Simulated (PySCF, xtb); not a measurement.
ClH2InO2, SMILES [OH][In]([OH])[Cl]. The values are those of a single conformer.

Harmonic wavenumbers (cm⁻¹) from xtb with GFN2-xTB at its own minimum, in rising order: 92, 101, 122, 262, 305, 332, 428, 456, 696, 754, 3580, 3653.

Q: What does PySCF with PBE0-D3(BJ)/def2-SVP give at its own minimum? (An estimate is asked for; the answer gives what the named calculation found.)

A: 104, 121, 131, 272, 289, 375, 606, 638, 831, 854, 3878, 3885. Paired by order, the mean absolute difference is 103 cm⁻¹ and the zero-point energies are 15.4 and 17.1 kcal/mol.
